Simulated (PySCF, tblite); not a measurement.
C₄H₇NOSi.
Atom-mapped SMILES: `[CH2:1]=[CH:2][CH2:3][O:4][SiH2:5][C:6]#[N:7]` (hydrogens: H8, H9 on C1; H10 on C2; H11, H12 on C3; H13, H14 on Si5)

Structure used (GFN2-xTB), in Å, numbered top down from 1:
```
atom  x, y, z in Å
C1    -2.439   -0.690   -0.091
C2    -1.611   -0.756    0.932
C3    -0.173   -0.332    0.893
O4     0.200    0.120   -0.375
Si5    1.377    1.088   -0.892
C6     3.068    0.374   -0.496
N7     4.094   -0.067   -0.241
H8    -2.114   -0.318   -1.048
H9    -3.465   -1.006   -0.013
H10   -1.927   -1.130    1.896
H11    0.465   -1.183    1.172
H12   -0.011    0.456    1.643
H13    1.150    1.045   -2.325
H14    1.383    2.398   -0.236
```

Computed with CAM-B3LYP/def2-SVPD in PySCF (dipole) on a GFN2-xTB geometry, gas phase.

Take the most abundant isotopes and a rigid rotor. The values belong to one conformer with, in the numbering `[CH2:1]=[CH:2][CH2:3][O:4][SiH2:5][C:6]#[N:7]`, C1–C2–C3–O4 -1°, C2–C3–O4–Si5 157°, C3–O4–Si5–C6 62°.

(1) What are A, B and C (MHz)?

(2) Classify the top.

(3) Is it planar, by Δ = Ic − Ia − Ib?

(4) Which lines would a microwave search look for?

(5) Estimate the classical rotational partition function at 10 K, 25 K and 200 K.

Answers

(1) Ia = 84.35, Ib = 518.27, Ic = 573.93 u·Å²; 505379 MHz·u·Å²/I gives A = 5992, B = 975.1, C = 880.6 MHz.

(2) A near-prolate asymmetric top: κ = (2 × 975.1 − 5992 − 880.6)/(5992 − 880.6) = -0.96.

(3) Not planar: Δ = Ic − Ia − Ib = -28.69 u·Å². For a rigid frame Δ = −2 Σ m c², so Σ m c² = 14.35 u·Å² lies off the ab plane: 6.79 from hydrogen and 7.55 from heavier atoms. The atom farthest from that plane is 1.61 Å away.

(4) The dipole components are |μa| = 2.85 D, |μb| = 1.31 D, |μc| = 1.34 D. Intensities carry the squares of the components, which stand as 1.00 : 0.21 : 0.22 (a : b : c). Some lines, for components of 0.1 D or more:

| type | branch | J(Ka,Kc) | MHz | lower level (cm⁻¹) |
| --- | --- | --- | --- | --- |
| a | R | 2(0,2) ← 1(0,1) | 3710 | 0.062 |
| c | Q | 4(1,4) ← 4(0,4) | 4608 | 0.618 |
| c | Q | 2(1,2) ← 2(0,2) | 4923 | 0.186 |
| b | Q | 2(1,1) ← 2(0,2) | 5207 | 0.186 |
| a | R | 3(0,3) ← 2(0,2) | 5562 | 0.186 |
| a | R | 3(2,2) ← 2(2,1) | 5567 | 0.861 |
| a | R | 3(1,2) ← 2(1,1) | 5708 | 0.359 |
| c | R | 4(1,3) ← 3(0,3) | 12963 | 0.371 |
| b | Q | 4(2,2) ← 4(1,3) | 14741 | 0.804 |
| b | Q | 3(2,1) ← 3(1,2) | 14916 | 0.550 |
| c | Q | 2(2,1) ← 2(1,1) | 15050 | 0.359 |
| b | Q | 2(2,0) ← 2(1,1) | 15051 | 0.359 |
| b | R | 2(2,0) ← 1(1,1) | 18952 | 0.229 |
| b | R | 3(2,2) ← 2(1,1) | 20617 | 0.359 |
| c | R | 3(2,1) ← 2(1,1) | 20624 | 0.359 |
| c | R | 4(2,2) ← 3(1,2) | 22350 | 0.550 |
| c | R | 4(2,3) ← 3(1,3) | 22898 | 0.531 |
| b | R | 4(2,2) ← 3(1,3) | 22918 | 0.531 |
| b | Q | 3(3,0) ← 3(2,1) | 25314 | 1.047 |
| b | Q | 3(3,1) ← 3(2,2) | 25320 | 1.047 |
| c | R | 3(3,0) ← 2(2,0) | 30886 | 0.861 |
| b | R | 4(3,2) ← 3(2,1) | 32739 | 1.047 |
| c | R | 4(3,2) ← 3(2,2) | 32746 | 1.047 |
| b | R | 4(3,1) ← 3(2,2) | 32746 | 1.047 |
| c | Q | 4(4,1) ← 4(3,1) | 35445 | 2.139 |
| b | Q | 4(4,1) ← 4(3,2) | 35445 | 2.139 |
| b | R | 4(4,0) ← 3(3,1) | 42870 | 1.892 |

(5) Point group C1, symmetry number σ = 1; q = (√π/σ)·√((kT/h)³/(ABC)), k/h = 20836.6 MHz/K: 2350 at 10 K, 9290 at 25 K, 210000 at 200 K.

Its lowest GFN2-xTB frequency is 11i cm⁻¹, too small to tell a flat minimum from a shallow saddle. No vibrational averaging or centrifugal distortion is included, and the geometry carries the error of its method. Quadrupole hyperfine structure (14N) is left out.
